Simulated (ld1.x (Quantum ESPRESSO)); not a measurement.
**Cutoff test, tin (Sn), TM**

tin (Sn), norm-conserving Troullier–Martins (Kleinman–Bylander form), made with ld1.x (Quantum ESPRESSO) 7.5 (revPBE, scalar-relativistic). Core [Kr], reference 4d10 5s2 5p1 (charge +1). Waves: 5p (bound): rc 2.65 bohr; 4d (bound): rc 1.05 bohr; 5s (bound): rc 2.10 bohr. Local part: the s channel. Core correction: none.

The pseudo-atom Hamiltonian at the reference potential is diagonalised in spherical Bessel functions j_l(qr) that vanish at 20 bohr, with q² up to the cutoff. All-electron valence levels (Ry): 5p -0.7474, 4d -2.4825, 5s -1.3023.

**Question.** How do the lowest levels (Ry) of each channel move with the cutoff, and are there ghosts?

**Answer.**

```json
{"cutoff (Ry)": "8", "p #1": "-0.7407", "p #2": "-0.2059", "d #1": "-0.3509", "d #2": "-0.1119", "s #1": "-1.2841", "f #1": "-0.0663", "f #2": "0.0275", "Σ f·Δε (mRy)": "21360.0"}
{"cutoff (Ry)": "15", "p #1": "-0.7471", "p #2": "-0.2075", "d #1": "-0.4251", "d #2": "-0.1295", "s #1": "-1.2942", "f #1": "-0.0663", "f #2": "0.0275", "Σ f·Δε (mRy)": "20590.7"}
{"cutoff (Ry)": "25", "p #1": "-0.7474", "p #2": "-0.2075", "d #1": "-0.8825", "d #2": "-0.1828", "s #1": "-1.3008", "f #1": "-0.0663", "f #2": "0.0275", "Σ f·Δε (mRy)": "16003.3"}
{"cutoff (Ry)": "40", "p #1": "-0.7474", "p #2": "-0.2075", "d #1": "-2.0007", "d #2": "-0.2183", "s #1": "-1.3020", "f #1": "-0.0663", "f #2": "0.0275", "Σ f·Δε (mRy)": "4818.9"}
{"cutoff (Ry)": "60", "p #1": "-0.7474", "p #2": "-0.2075", "d #1": "-2.4110", "d #2": "-0.2242", "s #1": "-1.3023", "f #1": "-0.0663", "f #2": "0.0275", "Σ f·Δε (mRy)": "715.1"}
{"cutoff (Ry)": "90", "p #1": "-0.7474", "p #2": "-0.2075", "d #1": "-2.4798", "d #2": "-0.2251", "s #1": "-1.3023", "f #1": "-0.0663", "f #2": "0.0275", "Σ f·Δε (mRy)": "27.2"}
{"cutoff (Ry)": "120", "p #1": "-0.7474", "p #2": "-0.2075", "d #1": "-2.4824", "d #2": "-0.2252", "s #1": "-1.3023", "f #1": "-0.0663", "f #2": "0.0275", "Σ f·Δε (mRy)": "1.1"}
{"cutoff (Ry)": "180", "p #1": "-0.7474", "p #2": "-0.2075", "d #1": "-2.4825", "d #2": "-0.2252", "s #1": "-1.3023", "f #1": "-0.0663", "f #2": "0.0275", "Σ f·Δε (mRy)": "0.4"}
{"cutoff (Ry)": "400", "p #1": "-0.7474", "p #2": "-0.2075", "d #1": "-2.4825", "d #2": "-0.2252", "s #1": "-1.3023", "f #1": "-0.0663", "f #2": "0.0275", "Σ f·Δε (mRy)": "0.0"}
```

Result: no extra level below or beside the all-electron valence levels (p, d, s, f tested); 10 mRy is reached at 100 Ry and 1 mRy at 140 Ry.

Its largest configuration-test error is -386 meV.
